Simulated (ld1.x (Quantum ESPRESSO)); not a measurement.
**Te (Z = 52), TM: configuration errors across variants**

```
Element                 : tellurium
Generator               : ld1.x (Quantum ESPRESSO) 7.5
Type                    : norm-conserving Troullier–Martins (Kleinman–Bylander form)
Functional              : PBE
Relativity              : fully relativistic
Frozen core             : [Kr]
Valence charge          : 16
Reference configuration : 4d10 5s2 5p4
Partial waves           : 5p (bound): rc 1.90 bohr; 4d (bound): rc 1.20 bohr; 5s (bound): rc 1.65 bohr
Local potential         : the s channel
Core correction         : Bessel-smoothed model core, default radius (core density twice the valence density)
```

Open shells are filled in proportion to 2j + 1 (rel_dist='average').

All-electron excitation energies from the reference (eV): (1) 4d10 5s2 5p3 9.749; (2) 4d10 5s2 5p2 27.698; (3) 4d10 5s2 5p1 54.625; (4) 4d10 5s2 5p3.5 3.907; (5) 4d9 5s2 5p5 38.196; (6) 4d10 5s1 5p4 19.556.

The default core radius of the base comes out at 0.58 bohr.

3 further variants failed, have other tests or another functional or relativity, and are left out.

Errors AE − PS in meV (a dash: test not solved or not reliable):

| change | (1) | (2) | (3) | (4) | (5) | (6) | bound ghosts |
| --- | --- | --- | --- | --- | --- | --- | --- |
| base | +1.7 | +7.6 | +17 | +0.4 | -483 | +2.7 | none |
| core correction Bessel-smoothed model core inside 0.56 bohr | +1.7 | +7.6 | +17 | +0.4 | -482 | +2.7 | none |
| wave 4d (bound): rc 1.20 bohr becomes 4d (bound): rc 1.74 bohr | +1.8 | +7.7 | +17 | +0.4 | -379 | +2.6 | none |

Task: Give the same row for: wave 5p (bound): rc 1.90 bohr becomes 5p (bound): rc 1.74 bohr.

Result: +2.0, +8.8, +19, +0.5, -425, +4.1; bound ghosts: none.
